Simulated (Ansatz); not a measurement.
Ansatz (an electronic-structure program) input (PBE0/def2-TZVP):

Ansatz 0.2 input:
```yaml
crystal:
  periodic: [false, false, false]
  atoms:
    - {symbol: Cr, position_ang: [0.18634100, -0.10879621, -0.18927638]}
    - {symbol: O, position_ang: [-1.22174921, -0.98522592, 0.08948695]}
    - {symbol: O, position_ang: [-0.24767627, 1.28901977, -0.69485934]}
    - {symbol: O, position_ang: [0.91040249, 0.02259476, 1.17320151]}
basis:
  gaussian:
    orbitals: def2-TZVP
hamiltonian:
  xc: {name: PBE0}
total_charge: 1
magnetization: {spin_polarized: true, initial_magnetization: 1}
```

Output:

```
Functional definition: PBE0
integrals: 0.06 GiB planned
942 factors; their error is unknown
mean field: 0.71 GiB planned
mean field evaluation 1: about -34520.1464 eV, gradient 8.5e1 eV
mean field evaluation 2: about -34056.3895 eV, gradient 3.9e2 eV
mean field evaluation 4: about -34515.2805 eV, gradient 8.1e1 eV
mean field evaluation 8: about -34540.1323 eV, gradient 3.9e-1 eV
mean field evaluation 16: about -34540.3028 eV, gradient 1.4e-1 eV
mean field evaluation 32: about -34540.3032 eV, gradient 8.9e-5 eV
mean field -34540.30317230 eV, -1269.3327293236 hartree, gradient 9.8e-6 eV, S^2 0.898456; 5 other end points of the search recorded, 0 dependent functions left out
reference -34540.30319575 eV, -1269.3327301852 hartree; 24, 23 occupied and 114, 115 virtual orbitals, 942 factors
Total energy: -34540.30319575 eV, -1269.3327301852 hartree
```

The spin state was set by rule; other spins were not relaxed.

The determinant is spin-contaminated: <S^2> is 0.90 against 0.75 for a pure state.
